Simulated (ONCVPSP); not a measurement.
## Ranking ONCV potentials for C

All share these settings but for the change named:

* Element: carbon
* Generator: ONCVPSP 4.0.1
* Type: optimised norm-conserving Vanderbilt (ONCV)
* Functional: PBE
* Relativity: scalar-relativistic
* Frozen core: [He]
* Valence charge: 4
* Reference configuration: 2s2 2p2
* Partial waves: 2s: rc 1.25 bohr, ncon 5, nbas 8, qcut 4.2 1/bohr, local; 2p: rc 3.05 bohr, ncon 4, nbas 8, qcut 5.3 1/bohr, 3 projectors, debl 3.1 Ha
* Local potential: the s channel
* Core correction: polynomial model core, fcfact 0.2

Test errors are all-electron minus pseudo excitation energies from the reference, over 2s2 2p1; 2s2 2p0; 2s1 2p0; 2s2 2p1.5. None of these files shows a bound ghost.

The base gives 2144.3 meV.

Of 9 variants that were run, those that failed, showed a ghost or another fault, or gave nearly equal values are left out.

A variant can come out equal or close to the base, since the largest error may sit in a test that the change hardly touches while other tests move.

Rank these variants by their largest absolute test error, smallest first.
A. p: rc 3.88
B. p: rc 2.08
C. p: rc 2.72
D. p: rc 3.04
E. p: rc 3.32

B (930.6 meV), C (1668.1 meV), D (2144.3 meV), E (2568.8 meV), A (3455.8 meV).
